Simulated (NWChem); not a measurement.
Program: NWChem. System: O2Zr, charge 0, spin multiplicity 1, at a geometry optimised with PBE/def2-SVP with def2 effective core potentials on Zr. The structure started from a generated list of species.

Input file:

```
start mol
memory heap 200 mb stack 700 mb global 1700 mb
geometry units angstroms nocenter noautoz
  Zr     0.000000     0.000000     0.303869
  O     -1.428716     0.000000    -0.759673
  O      1.428716     0.000000    -0.759673
  symmetry group C2v
end
basis spherical
  * library def2-qzvp
end
ecp
  Zr library def2-ecp
end
basis "ri basis" bse spherical
  * library def2-qzvp-rifit
end
dft
  xc xpbe96 cpbe96
  iterations 100
  direct
  tolerances tight
end
task dft energy
gw
  method cdgw
  states alpha occ 4 vir 2
end
task dft gw
```

The output up to the point where the run's verdict is printed (cleaned and shortened):

```
             Northwest Computational Chemistry Package (NWChem) 7.3.0
             --------------------------------------------------------

                                NWChem Input Module
                                -------------------

 Scaling coordinates for geometry "geometry" by  1.889725989
 (inverse scale =  0.529177249)

 Turning off AUTOSYM since
 SYMMETRY directive was detected!

                             Geometry "geometry" -> ""
                             -------------------------

 Output coordinates in angstroms (scale by  1.889725989 to convert to a.u.)

  No.       Tag          Charge          X              Y              Z
 ---- ---------------- ---------- -------------- -------------- --------------
    1 Zr                  40.0000     0.00000000     0.00000000     0.30386900
    2 O                    8.0000    -1.42871600     0.00000000    -0.75967300
    3 O                    8.0000     1.42871600     0.00000000    -0.75967300

 Effective nuclear repulsion energy (a.u.)     201.9998280950

            Nuclear Dipole moment (a.u.)
            ----------------------------
        X                 Y               Z
 ---------------- ---------------- ----------------
     0.0000000000     0.0000000000    -0.0000151178

      Symmetry information
      --------------------

 Group name             C2v
 Group number             16
 Group order               4
 No. of unique centers     2

      Symmetry unique atoms

     1    2


 Summary of "ao basis" -> "" (spherical)
 ------------------------------------------------------------------------------
       Tag                 Description            Shells   Functions and Types
 ---------------- ------------------------------  ------  ---------------------
 *                         def2-qzvp                  on all atoms

 Summary of "ri basis" -> "" (spherical)
 ------------------------------------------------------------------------------
       Tag                 Description            Shells   Functions and Types
 ---------------- ------------------------------  ------  ---------------------
[...]
   142     -0.224631  3 O  pz               145     -0.224972  3 O  pz
    91      0.135096  2 O  pz               148     -0.135096  3 O  pz
    11      0.122980  1 Zr px                 8      0.089904  1 Zr px

 Vector   15  Occ=0.000000D+00  E=-1.337643D-01  Symmetry=a1
              MO Center=  5.4D-12,  3.1D-15,  1.1D+00, r^2= 3.9D+00
   Bfn.  Coefficient  Atom+Function         Bfn.  Coefficient  Atom+Function
  ----- ------------  ---------------      ----- ------------  ---------------
     6      0.610826  1 Zr s                  7      0.331529  1 Zr s
     4     -0.297316  1 Zr s                  3     -0.293412  1 Zr s
    19      0.267577  1 Zr pz                27     -0.182446  1 Zr d  2
     2      0.170452  1 Zr s                 32     -0.151080  1 Zr d  2
     5      0.144529  1 Zr s                 13     -0.118085  1 Zr pz

 Vector   16  Occ=0.000000D+00  E=-8.624091D-02  Symmetry=b2
              MO Center=  3.9D-14, -6.0D-15,  8.0D-01, r^2= 3.5D+00
   Bfn.  Coefficient  Atom+Function         Bfn.  Coefficient  Atom+Function
  ----- ------------  ---------------      ----- ------------  ---------------
    18      0.372151  1 Zr py                24      0.345797  1 Zr d -1
    29      0.280752  1 Zr d -1              34      0.265689  1 Zr d -1
    12     -0.173120  1 Zr py                39      0.153538  1 Zr d -1
    21      0.116142  1 Zr py                15      0.111757  1 Zr py
     9     -0.100118  1 Zr py                90      0.073418  2 O  py

 Vector   17  Occ=0.000000D+00  E=-7.923312D-02  Symmetry=a1
              MO Center=  8.3D-13, -5.3D-15,  8.1D-01, r^2= 3.7D+00
   Bfn.  Coefficient  Atom+Function         Bfn.  Coefficient  Atom+Function
  ----- ------------  ---------------      ----- ------------  ---------------
    19      0.321516  1 Zr pz                25      0.281516  1 Zr d  0
    35      0.241009  1 Zr d  0              30      0.225526  1 Zr d  0
     7      0.200314  1 Zr s                 13     -0.179303  1 Zr pz
    40      0.158071  1 Zr d  0              27      0.156783  1 Zr d  2
    32      0.151929  1 Zr d  2               3      0.116256  1 Zr s

 center of mass
 --------------
 x =   0.00000000 y =   0.00000000 z =   0.04677766

 moments of inertia (a.u.)
 ------------------
          95.305171204899           0.000000000000           0.000000000000
           0.000000000000         328.490533302721           0.000000000000
           0.000000000000           0.000000000000         233.185362097822

     Multipole analysis of the density
     ---------------------------------

     L   x y z        total         alpha         beta         nuclear
     -   - - -        -----         -----         ----         -------
     0   0 0 0     -0.000000    -14.000000    -14.000000     28.000000

     1   1 0 0     -0.000000     -0.000000     -0.000000      0.000000
     1   0 1 0     -0.000000     -0.000000     -0.000000      0.000000
     1   0 0 1      2.920374      9.499403      9.499403    -16.078431

     2   2 0 0    -31.864170    -74.246977    -74.246977    116.629784
     2   1 1 0     -0.000000     -0.000000     -0.000000      0.000000
     2   1 0 1      0.000000      0.000000      0.000000      0.000000
     2   0 2 0    -19.476291     -9.738145     -9.738145      0.000000
     2   0 1 1      0.000000      0.000000      0.000000      0.000000
     2   0 0 2    -22.632264    -29.781544    -29.781544     36.930824

 Task  times  cpu:       81.5s     wall:       81.5s

                                NWChem Input Module
                                -------------------

                                 NWChem GW Module
                                 ----------------

                             ***********************
                             ***        GW       ***
                             ***********************

  bas_tag_lib: failed to locate basis zr_def2-qzvp-rifit in file libraries.bse/
```

The program stopped with an error. NWChem stopped with the message: bas_tag_lib: no such basis available.
